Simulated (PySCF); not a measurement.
PySCF job for Al(Cl)2(NH3) (AlCl₂H₃N), SMILES [NH3]->[Al]([Cl])[Cl] (connectivity only; charge and spin as stated), neutral, multiplicity 2, TDA-CAM-B3LYP/def2-SVPD. Geometry: PBE0-D3(BJ)/def2-SVP. The geometry has at least one imaginary mode, so it is a saddle point at that level. The spin state was assumed, not searched. The isomer is the one that the SMILES or the coordinates give; other isomers of the formula were not compared.

```python
import numpy as np
from pyscf import gto, scf, dft, tdscf

mol = gto.M(
    atom='''
    Al    0.72468006    0.07664517    0.00000000
    Cl   -0.19840575   -0.62011557    1.81474297
    Cl   -0.19840575   -0.62011556   -1.81474297
    N    -0.20899950    1.91456496    0.00000001
    H    -1.21811859    1.73976773    0.00000002
    H     0.00303499    2.47290977   -0.82908100
    H     0.00303499    2.47290977    0.82908104
    ''',
    basis='def2-SVPD',
    charge=0,
    spin=1,
    max_memory=1600,
    verbose=4,
)
mf = dft.UKS(mol, xc='cam-b3lyp').density_fit(auxbasis='def2-universal-jkfit')
mf.grids.level = 3
mf.conv_tol = 1e-9
mf.max_cycle = 100
mf.kernel()
fine, coarse = mf.grids, dft.Grids(mol).set(level=1).build(with_non0tab=True)
for _ in range(3):  # follow internal instabilities
    mf.grids = coarse
    mo, _, stable, _ = mf.stability(return_status=True, nroots=4)
    mf.grids = fine
    if stable:
        break
    mf.kernel(mf.make_rdm1(mo, mf.mo_occ))
mf.grids = dft.Grids(mol).set(level=1).build(with_non0tab=True)  # coarser grid for the response kernel
td = tdscf.TDA(mf)
td.nstates = 10
td.conv_tol = 1e-4
td.kernel(x0=td.get_init_guess(mf, 15))
td.analyze()
```

It prints:

```
PySCF version 2.14.0

[INPUT] verbose = 4
[INPUT] num. atoms = 7
[INPUT] num. electrons = 57
[INPUT] charge = 0
[INPUT] spin (= nelec alpha-beta = 2S) = 1
[INPUT] symmetry False subgroup None
[INPUT] Mole.unit = angstrom
[INPUT] Symbol           X                Y                Z      unit          X                Y                Z       unit  Magmom
[INPUT]  1 Al     0.724680060000   0.076645170000   0.000000000000 AA    1.369446841333   0.144838380071   0.000000000000 Bohr   0.0
[INPUT]  2 Cl    -0.198405750000  -0.620115570000   1.814742970000 AA   -0.374932529039  -1.171848592879   3.429367199780 Bohr   0.0
[INPUT]  3 Cl    -0.198405750000  -0.620115560000  -1.814742970000 AA   -0.374932529039  -1.171848573981  -3.429367199780 Bohr   0.0
[INPUT]  4 N     -0.208999500000   1.914564960000   0.000000010000 AA   -0.394951815171   3.618003422089   0.000000018897 Bohr   0.0
[INPUT]  5 H     -1.218118590000   1.739767730000   0.000000020000 AA   -2.301910522341   3.287684530056   0.000000037795 Bohr   0.0
[INPUT]  6 H      0.003034990000   2.472909770000  -0.829081000000 AA    0.005735299891   4.673122196061  -1.566736025081 Bohr   0.0
[INPUT]  7 H      0.003034990000   2.472909770000   0.829081040000 AA    0.005735299891   4.673122196061   1.566736100670 Bohr   0.0

nuclear repulsion = 249.990155899312
number of shells = 52
number of NR pGTOs = 192
number of NR cGTOs = 122
basis = def2-SVPD
ecp = {}


[settings echo left out]
init E= -1219.20742204147
  alpha nocc = 29  HOMO = -0.150001750554823  LUMO = 0.00425011105266515
  beta  nocc = 28  HOMO = -0.397415284524865  LUMO = -0.150001750554825

WARN: HOMO -0.150001750554823 >= LUMO -0.150001750554825

cycle= 1 E= -1219.0886120426  delta_E= 0.119  |g|= 0.274  |ddm|= 2.23
  alpha nocc = 29  HOMO = -0.240619145683591  LUMO = -0.00729322618454464
  beta  nocc = 28  HOMO = -0.305652071134012  LUMO = -0.0751786413560702
  HOMO = -0.240619145684  LUMO = -0.0751786413561  gap/eV = 4.50187
cycle= 2 E= -1219.12021501527  delta_E= -0.0316  |g|= 0.223  |ddm|= 0.871
  alpha nocc = 29  HOMO = -0.236832884703205  LUMO = 0.00513027612380679
  beta  nocc = 28  HOMO = -0.359276483040248  LUMO = -0.0564484387820654
  HOMO = -0.236832884703  LUMO = -0.0564484387821  gap/eV = 4.90851
cycle= 3 E= -1219.14759069204  delta_E= -0.0274  |g|= 0.0214  |ddm|= 0.345
  alpha nocc = 29  HOMO = -0.243322487190412  LUMO = 0.00923406116549197
  beta  nocc = 28  HOMO = -0.362837602416331  LUMO = -0.0540062117010609
  HOMO = -0.24332248719  LUMO = -0.0540062117011  gap/eV = 5.15156
cycle= 4 E= -1219.14824546875  delta_E= -0.000655  |g|= 0.00853  |ddm|= 0.097
  alpha nocc = 29  HOMO = -0.242276646200404  LUMO = 0.0104105816605258
  beta  nocc = 28  HOMO = -0.361884466798833  LUMO = -0.0506524278277798
  HOMO = -0.2422766462  LUMO = -0.0506524278278  gap/eV = 5.21436
cycle= 5 E= -1219.14835795121  delta_E= -0.000112  |g|= 0.00402  |ddm|= 0.041
  alpha nocc = 29  HOMO = -0.242977630754452  LUMO = 0.0100587917251644
  beta  nocc = 28  HOMO = -0.361922591710368  LUMO = -0.0507045110660997
  HOMO = -0.242977630754  LUMO = -0.0507045110661  gap/eV = 5.23202
cycle= 6 E= -1219.14837711074  delta_E= -1.92e-05  |g|= 0.00169  |ddm|= 0.0166
  alpha nocc = 29  HOMO = -0.243104633472817  LUMO = 0.010138529662953
  beta  nocc = 28  HOMO = -0.362013457935655  LUMO = -0.0506471969770907
  HOMO = -0.243104633473  LUMO = -0.0506471969771  gap/eV = 5.23703
cycle= 7 E= -1219.14838008817  delta_E= -2.98e-06  |g|= 0.00052  |ddm|= 0.00647
  alpha nocc = 29  HOMO = -0.243033283924577  LUMO = 0.0101497824684285
  beta  nocc = 28  HOMO = -0.361945195986705  LUMO = -0.0505752321407469
  HOMO = -0.243033283925  LUMO = -0.0505752321407  gap/eV = 5.23705
cycle= 8 E= -1219.14838053689  delta_E= -4.49e-07  |g|= 0.000167  |ddm|= 0.00285
  alpha nocc = 29  HOMO = -0.243035750199956  LUMO = 0.0101571131602771
  beta  nocc = 28  HOMO = -0.361982094852313  LUMO = -0.0505717281588263
  HOMO = -0.2430357502  LUMO = -0.0505717281588  gap/eV = 5.23721
cycle= 9 E= -1219.14838058635  delta_E= -4.95e-08  |g|= 3.25e-05  |ddm|= 0.00095
  alpha nocc = 29  HOMO = -0.243038487924037  LUMO = 0.0101577476621943
  beta  nocc = 28  HOMO = -0.361983223664125  LUMO = -0.0505760998733376
  HOMO = -0.243038487924  LUMO = -0.0505760998733  gap/eV = 5.23717
cycle= 10 E= -1219.14838058935  delta_E= -3e-09  |g|= 1.25e-05  |ddm|= 0.000202
  alpha nocc = 29  HOMO = -0.24303737349652  LUMO = 0.0101578753114864
  beta  nocc = 28  HOMO = -0.361984666035716  LUMO = -0.0505760149057624
  HOMO = -0.243037373497  LUMO = -0.0505760149058  gap/eV = 5.23714
cycle= 11 E= -1219.14838058969  delta_E= -3.33e-10  |g|= 4.49e-06  |ddm|= 6.96e-05
  alpha nocc = 29  HOMO = -0.243037384745393  LUMO = 0.0101578050604347
  beta  nocc = 28  HOMO = -0.361985520606032  LUMO = -0.0505762825766078
  HOMO = -0.243037384745  LUMO = -0.0505762825766  gap/eV = 5.23713
Extra cycle  E= -1219.14838058972  delta_E= -3.23e-11  |g|= 2.53e-06  |ddm|= 2.31e-05
converged SCF energy = -1219.14838058972  <S^2> = 0.75102086  2S+1 = 2.0010206
tot grids = 31520
uhf_internal: lowest eigs of H = [0.28385062 0.33936965 0.35063273 0.39610987]
<class 'pyscf.df.df_jk.DFUKS'> wavefunction is stable in the internal stability analysis
tot grids = 31520


******** <class 'pyscf.tdscf.uks.TDA'> for <class 'pyscf.df.df_jk.DFUKS'> ********
nstates = 10
deg_eia_thresh = 1.000e-03
wfnsym = None
conv_tol = 0.0001
eigh lindep = 1e-12
eigh level_shift = 0
eigh max_cycle = 100


Excitation energies (eV)
[3.88920131 4.65837737 4.85131946 5.22319769 5.45636631 5.49367895
 5.57406739 5.83648263 6.21293387 6.23316818]

** Excitation energies and oscillator strengths **
Excited State   1:      3.88920 eV    318.79 nm  f=0.1013
      29a ->   30a     -0.90185
      29a ->   31a      0.38825
Excited State   2:      4.65838 eV    266.15 nm  f=0.0324
      29a ->   30a      0.40830
      29a ->   31a      0.86228
      29a ->   34a      0.20680
Excited State   3:      4.85132 eV    255.57 nm  f=0.1632
      29a ->   32a     -0.93691
      29a ->   35a     -0.13252
      29a ->   37a     -0.25867
Excited State   4:      5.22320 eV    237.37 nm  f=0.0024
      28b ->   29b     -0.96329
      28b ->   30b      0.17235
Excited State   5:      5.45637 eV    227.23 nm  f=0.0109
      27b ->   29b      0.96429
      27b ->   30b     -0.15639
Excited State   6:      5.49368 eV    225.69 nm  f=0.1841
      29a ->   33a      0.93434
      29a ->   34a      0.13382
      29a ->   36a      0.27202
Excited State   7:      5.57407 eV    222.43 nm  f=0.0199
      26b ->   29b      0.96272
      26b ->   30b     -0.16305
Excited State   8:      5.83648 eV    212.43 nm  f=0.0300
      29a ->   36a      0.10680
      25b ->   29b      0.94535
      25b ->   30b     -0.16444
Excited State   9:      6.21293 eV    199.56 nm  f=0.0098
      29a ->   32a      0.23043
      29a ->   35a     -0.90459
      29a ->   37a     -0.29598
      29a ->   40a     -0.12360
Excited State  10:      6.23317 eV    198.91 nm  f=0.0006
      29a ->   31a     -0.16029
      29a ->   33a     -0.24002
      29a ->   34a      0.87510
      29a ->   36a      0.34218

** Transition electric dipole moments (AU) **
state          X           Y           Z        Dip. S.      Osc.
  1        -0.0041     -1.0309      0.0000      1.0627      0.1013
  2        -0.2734     -0.4576      0.0000      0.2842      0.0324
  3        -0.0000     -0.0000     -1.1717      1.3728      0.1632
  4        -0.0000     -0.0000     -0.1367      0.0187      0.0024
  5        -0.0000      0.0000      0.2853      0.0814      0.0109
  6        -1.1691      0.0297     -0.0000      1.3676      0.1841
  7        -0.0958      0.3699     -0.0000      0.1460      0.0199
  8         0.4030      0.2184      0.0000      0.2101      0.0300
  9         0.0000     -0.0000     -0.2544      0.0647      0.0098
 10         0.0597      0.0087      0.0000      0.0036      0.0006

** Transition velocity dipole moments (imaginary part, AU) **
state          X           Y           Z        Dip. S.      Osc.
  1        -0.0160     -0.0849      0.0000      0.0075      0.0348
  2        -0.0167     -0.0454      0.0000      0.0023      0.0091
  3        -0.0000     -0.0000     -0.1505      0.0226      0.0847
  4        -0.0000     -0.0000     -0.0413      0.0017      0.0059
  5        -0.0000      0.0000      0.0262      0.0007      0.0023
  6        -0.2357      0.0042     -0.0000      0.0556      0.1835
  7        -0.0146      0.0760     -0.0000      0.0060      0.0195
  8         0.0431      0.0295      0.0000      0.0027      0.0085
  9        -0.0000      0.0000     -0.0557      0.0031      0.0091
 10        -0.0226      0.0078      0.0000      0.0006      0.0017

** Transition magnetic dipole moments (imaginary part, AU) **
state          X           Y           Z
  1        -0.0000      0.0000      0.9429
  2        -0.0000      0.0000      0.6863
  3         0.2016     -1.3615      0.0000
  4        -0.1703     -0.0305      0.0000
  5         0.1995      0.3007     -0.0000
  6        -0.0000     -0.0000     -0.1830
  7        -0.0000     -0.0000     -0.2414
  8        -0.0000      0.0000     -0.2636
  9         0.0458     -0.4952      0.0000
 10        -0.0000      0.0000      0.1238
```

The run converged.
